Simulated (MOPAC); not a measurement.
A run for MOPAC: PM3 on CH8GeS (a complex), monomers drawn apart or pushed together.

```
PM3 1SCF PRECISE CHARGE=0 THREADS=1
CH8GeS

Ge    -0.00003256 1     0.13432416 1     0.16204605 1
H     -1.52394075 1     0.28526054 1     0.22581372 1
H      0.41839493 1    -1.23619423 1     0.71575661 1
H      0.68099087 1     1.24488269 1     0.97313318 1
H      0.45958978 1     0.23235918 1    -1.30488836 1
C      1.03320525 1    -0.35977960 1     4.54869444 1
S     -0.77779727 1    -0.28740105 1     4.36569807 1
H      1.50322433 1    -0.75900537 1     3.65228327 1
H      1.36415920 1     0.66760010 1     4.69015793 1
H      1.31849620 1    -0.94541600 1     5.41990449 1
H     -0.97894873 1    -1.60195133 1     4.17971368 1
```

Program output:

```
*******************************************************************************
 **                                                                           **
 **                              MOPAC v23.2.5                                **
 **                                                                           **
 *******************************************************************************
 ** MOPAC's Digital Object Identifier: https://doi.org/10.5281/zenodo.6511958 **
 **                                                                           **
 ** Please cite the open-source release paper for use of this MOPAC version:  **
 ** J. E. Moussa and J. J. P. Stewart (2026)                                  **
 ** MOPAC: An open-source semiempirical molecular orbital program             **
 ** J. Open Source Softw., 11(119), 8025, https://doi.org/10.21105/joss.08025 **
 *******************************************************************************

                              PM3 CALCULATION RESULTS

 *******************************************************************************
 *  PM3        - The PM3 Hamiltonian to be used
 *
 *
 *
 *                 CHARGE ON SYSTEM = 0
 *
 *
 *
 *  PRECISE    - TIGHTER CRITERIA TO BE USED
 *  1SCF       - DO 1 SCF AND THEN STOP
 *  THREADS=1  - MULTI-THREADING NOT USED
 *  T=         - A TIME OF 172800.0 SECONDS REQUESTED
 *  DUMP=N     - RESTART FILE WRITTEN EVERY 7200.0 SECONDS REQUESTED
 *******************************************************************************
PM3 1SCF PRECISE CHARGE=0 THREADS=1
 CH8GeS

   ATOM   CHEMICAL          X               Y               Z
  NUMBER   SYMBOL      (ANGSTROMS)     (ANGSTROMS)     (ANGSTROMS)

     1      Ge         -0.00003256  *   0.13432416  *   0.16204605  *
     2       H         -1.52394075  *   0.28526054  *   0.22581372  *
     3       H          0.41839493  *  -1.23619423  *   0.71575661  *
     4       H          0.68099087  *   1.24488269  *   0.97313318  *
     5       H          0.45958978  *   0.23235918  *  -1.30488836  *
     6       C          1.03320525  *  -0.35977960  *   4.54869444  *
     7       S         -0.77779727  *  -0.28740105  *   4.36569807  *
     8       H          1.50322433  *  -0.75900537  *   3.65228327  *
     9       H          1.36415920  *   0.66760010  *   4.69015793  *
    10       H          1.31849620  *  -0.94541600  *   5.41990449  *
    11       H         -0.97894873  *  -1.60195133  *   4.17971368  *



          CARTESIAN COORDINATES

    NO.       ATOM           X           Y           Z

     1        Ge         -0.0000      0.1343      0.1620
     2         H         -1.5239      0.2853      0.2258
     3         H          0.4184     -1.2362      0.7158
     4         H          0.6810      1.2449      0.9731
     5         H          0.4596      0.2324     -1.3049
     6         C          1.0332     -0.3598      4.5487
     7         S         -0.7778     -0.2874      4.3657
     8         H          1.5032     -0.7590      3.6523
     9         H          1.3642      0.6676      4.6902
    10         H          1.3185     -0.9454      5.4199
    11         H         -0.9789     -1.6020      4.1797

  H: (PM3): J. J. P. STEWART, J. COMP. CHEM. 10, 209 (1989).
  C: (PM3): J. J. P. STEWART, J. COMP. CHEM. 10, 209 (1989).
  S: (PM3): J. J. P. STEWART, J. COMP. CHEM. 10, 209 (1989).
 Ge: (PM3): J. J. P. STEWART, J. COMP. CHEM. 12, 320-341 (1991).

           Empirical Formula: C H8 Ge S  =    11 atoms



      MOLECULAR POINT GROUP   :   C1


      RHF CALCULATION, NO. OF DOUBLY OCCUPIED LEVELS = 11


 -------------------------------------------------------------------------------
 PM3 1SCF PRECISE CHARGE=0 THREADS=1
 CH8GeS



     1SCF WAS SPECIFIED, SO BFGS WAS NOT USED
     SCF FIELD WAS ACHIEVED


                              PM3 CALCULATION
                                                       MOPAC v23.2.5 Linux




          FINAL HEAT OF FORMATION =         28.27630 KCAL/MOL =     118.30805 KJ/MOL


          COSMO AREA              =        147.13 SQUARE ANGSTROMS
          COSMO VOLUME            =        137.29 CUBIC ANGSTROMS

          IONIZATION POTENTIAL    =          9.195663 EV
          HOMO LUMO ENERGIES (EV) =         -9.196  0.431
          NO. OF FILLED LEVELS    =         11
          MOLECULAR WEIGHT        =        124.7242         POINT GROUP:  C1

          MOLECULAR DIMENSIONS (Angstroms)

            Atom       Atom       Distance
            H    10    H     5     6.88097
            H    11    H     9     3.27708
            H     2    H     3     2.29767


          SCF CALCULATIONS        =          1





   ATOM   CHEMICAL          X               Y               Z
  NUMBER   SYMBOL      (ANGSTROMS)     (ANGSTROMS)     (ANGSTROMS)

     1      Ge         -0.00003256  *   0.13432416  *   0.16204605  *
     2       H         -1.52394075  *   0.28526054  *   0.22581372  *
     3       H          0.41839493  *  -1.23619423  *   0.71575661  *
     4       H          0.68099087  *   1.24488269  *   0.97313318  *
     5       H          0.45958978  *   0.23235918  *  -1.30488836  *
     6       C          1.03320525  *  -0.35977960  *   4.54869444  *
     7       S         -0.77779727  *  -0.28740105  *   4.36569807  *
     8       H          1.50322433  *  -0.75900537  *   3.65228327  *
     9       H          1.36415920  *   0.66760010  *   4.69015793  *
    10       H          1.31849620  *  -0.94541600  *   5.41990449  *
    11       H         -0.97894873  *  -1.60195133  *   4.17971368  *

                             CARTESIAN COORDINATES

   1   Ge       -0.000032560     0.134324160     0.162046050
   2    H       -1.523940750     0.285260540     0.225813720
   3    H        0.418394930    -1.236194230     0.715756610
   4    H        0.680990870     1.244882690     0.973133180
   5    H        0.459589780     0.232359180    -1.304888360
   6    C        1.033205250    -0.359779600     4.548694440
   7    S       -0.777797270    -0.287401050     4.365698070
   8    H        1.503224330    -0.759005370     3.652283270
   9    H        1.364159200     0.667600100     4.690157930
  10    H        1.318496200    -0.945416000     5.419904490
  11    H       -0.978948730    -1.601951330     4.179713680


           Empirical Formula: C H8 Ge S  =    11 atoms



      MOLECULAR POINT GROUP   :   C1


                  EIGENVALUES
 -32.28726 -23.30277 -16.04306 -15.74444 -14.98568 -13.67012 -12.25260 -12.24251
 -12.18579 -11.70030  -9.19566   0.43062   0.44222   0.48997   0.52827   1.18471
   3.64109   3.72283   3.75331   3.78202


              NET ATOMIC CHARGES AND DIPOLE CONTRIBUTIONS

  ATOM NO.   TYPE          CHARGE      No. of ELECS.   s-Pop       p-Pop
    1         Ge           0.269312        3.7307     0.64757     3.08312
    2          H          -0.061020        1.0610     1.06102
    3          H          -0.074517        1.0745     1.07452
    4          H          -0.064437        1.0644     1.06444
    5          H          -0.069157        1.0692     1.06916
    6          C          -0.185054        4.1851     1.14432     3.04073
    7          S          -0.029934        6.0299     1.89730     4.13263
    8          H           0.066276        0.9337     0.93372
    9          H           0.081551        0.9184     0.91845
   10          H           0.063989        0.9360     0.93601
   11          H           0.002989        0.9970     0.99701
 DIPOLE           X         Y         Z       TOTAL
 POINT-CHG.     0.531     0.138     0.074     0.554
 HYBRID         0.957    -1.356    -0.061     1.661
 SUM            1.488    -1.218     0.014     1.923


          ATOMIC ORBITAL ELECTRON POPULATIONS

     Atom    s        px        py        pz
    1 Ge   0.64757   1.03500   1.02400   1.02412
    2  H   1.06102
    3  H   1.07452
    4  H   1.06444
    5  H   1.06916
    6  C   1.14432   0.93981   1.06053   1.04039
    7  S   1.89730   1.06538   1.09999   1.96727
    8  H   0.93372
    9  H   0.91845
   10  H   0.93601
   11  H   0.99701

 **********************
 *                    *
 * JOB ENDED NORMALLY *
 *                    *
 **********************




 == MOPAC DONE ==
```

The run finished.

Cost: about 0.020 core-seconds (a rough figure).
